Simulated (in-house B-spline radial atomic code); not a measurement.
How numerical settings move a run on the bromine ion Br²⁺, [Ar] 3d10 4s2 4p3. Computed with a B-spline radial code for spherical atoms: scalar-relativistic (X2C) SCAN, spin-polarised, spherical fractional occupations, Fermi nucleus of rms radius 4.1629 fm.

Command:
```bash
python run_scf.py task.json out
```
Settings of the sound reference run:
```
Z                35
electrons        33
configuration    [Ar] 3d10 4s2 4p3
hamiltonian      x2c
method           scan,scan
spin_polarised   True
nucleus          fermi
rms_radius       4.1629
mass_number      79
atomic_mass      78.91834
speed_of_light   137.036
knot_spacing     0.22
spline_order     8
gauss_points     12
box_radius       22.22
max_iterations   70
damping          0.5
damped_steps     3
diis_vectors     10
tolerance        1e-08
start            Thomas-Fermi
```

Time taken, with all properties: 0.57 s on 1 thread of Arm Neoverse N1 (shared host).

It converges in 9 iterations to -2605.290169 hartree, with 4p up at -30.0724 eV. The other runs change the listed settings, some to values that make no sense; their results aren't properties of the atom or ion. Radii are in bohr (the nuclear one in fm), a minus after a letter asks for a j subshell, and «unchanged» means within 1e-8 hartree. The run stops when the residual is below 10 × tolerance × max(1, Z/10), or a noise floor if that is larger, and the energy moves by less than 1e-8 × √|E| hartree; so very loose and very tight tolerances often act alike.

| changed settings | outcome |
| --- | --- |
| diis_vectors = 1 | converged in 10 iterations, energy unchanged, 4p up level +2.3e-06 eV |
| box_radius = 3.33 | converged in 8 iterations, energy +2.68e-01 hartree from the reference, 4p up level +4.0e+00 eV (the program warns: 4p up reaches the box edge; 3d up reaches the box edge) |
| electrons = 37, configuration = [Ar] 3d10 4s2 4p7, max_iterations = 100 | stopped with error: shell 4p holds at most 3 electrons (per spin) |
| box_radius = 88.88 | converged in 9 iterations, energy -3.22e-07 hartree from the reference, 4p up level -9.6e-07 eV |
| box_radius = 44.44 | converged in 9 iterations, energy -1.56e-07 hartree from the reference, 4p up level -1.5e-06 eV |
| box_radius = 6.67 | converged in 9 iterations, energy +7.02e-05 hartree from the reference, 4p up level +3.6e-03 eV (the program warns: 4p up reaches the box edge; 4s up reaches the box edge) |
| max_iterations = 75, damping = 0.2, damped_steps = 0 | converged in 8 iterations, energy unchanged, 4p up level +1.0e-06 eV |
| damped_steps = 8 | converged in 12 iterations, energy unchanged, 4p up level +7.5e-07 eV |
| box_radius = 1.33 | converged in 9 iterations, energy +3.63e+01 hartree from the reference, 4p up level +2.2e+02 eV (the program warns: 4p up has a positive eigenvalue: unbound, held by the box; 3d up has a positive eigenvalue: unbound, held by the box) |
| box_radius = 11.11 | converged in 9 iterations, energy -9.56e-07 hartree from the reference, 4p up level -1.3e-06 eV |
| knot_spacing = 0.15, spline_order = 4, max_iterations = 3, diis_vectors = 2 | not converged after 3 iterations, last residual 8.9e-04, last energy -1.41e-03 hartree from the reference |
| box_radius = 4.44 | converged in 8 iterations, energy +2.03e-02 hartree from the reference, 4p up level +4.8e-01 eV (the program warns: 4p up reaches the box edge; 4s up reaches the box edge) |
| spline_order = 3, gauss_points = 3, first_knot = 0.00857, max_iterations = 100 | converged in 12 iterations, energy +1.20e+01 hartree from the reference, 4p up level -5.1e-02 eV |
| max_iterations = 100, diis_vectors = 20, tolerance = 0.0001 | converged in 5 iterations, energy unchanged, 4p up level -4.3e-04 eV |

Problem. What happens with knot_spacing = 1, spline_order = 3, max_iterations = 100, tolerance = 0.0001, start = bare nucleus?

Solution. Converged in 6 iterations, energy +7.46e+01 hartree from the reference, 4p up level -7.0e-01 eV.

Problem. What happens with diis_vectors = 0?

Solution. Converged in 17 iterations, energy unchanged, 4p up level +5.6e-07 eV.

Problem. What happens with hamiltonian = dirac, method = hf?

Solution. Stopped with error: spin polarisation is not served with the Dirac Hamiltonian.

Problem. What happens with box_radius = 2.22?

Solution. Converged in 8 iterations, energy +3.37e+00 hartree from the reference, 4p up level +3.1e+01 eV (the program warns: 4p up has a positive eigenvalue: unbound, held by the box; 3s up reaches the box edge).
